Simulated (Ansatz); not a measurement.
boron atom (B), doublet; REVPBE/def2-SVP (Ansatz, a first-principles code).

Here is a job for Ansatz.
Ansatz 0.2 input:
```yaml
crystal:
  periodic: [false, false, false]
  atoms:
    - {symbol: B, position_ang: [0.00000000, 0.00000000, 0.00000000]}
basis:
  gaussian:
    orbitals: def2-SVP
hamiltonian:
  xc: revpbe
magnetization: {spin_polarized: true, initial_magnetization: 1}
```

The log (banner, timings and long lists left out):

```
Functional definition: revPBE
134 factors; their error is unknown
mean field evaluation 1: about -669.9995 eV, gradient 2.7e0 eV
mean field evaluation 2: about -670.0609 eV, gradient 8.3e-1 eV
mean field evaluation 4: about -670.0694 eV, gradient 2.1e-3 eV
mean field evaluation 8: about -670.0627 eV, gradient 1.6e-4 eV
mean field evaluation 16: about -670.0627 eV, gradient 9.0e-5 eV
mean field evaluation 32: about -670.0627 eV, gradient 1.5e-6 eV
mean field -670.06272219 eV, -24.6243508556 hartree, gradient 1.5e-6 eV, S^2 0.752138; 2 other end points of the search recorded, 0 dependent functions left out
reference -670.06275071 eV, -24.6243519038 hartree; 3, 2 occupied and 11, 12 virtual orbitals, 134 factors
Total energy: -670.06275071 eV, -24.6243519038 hartree
```
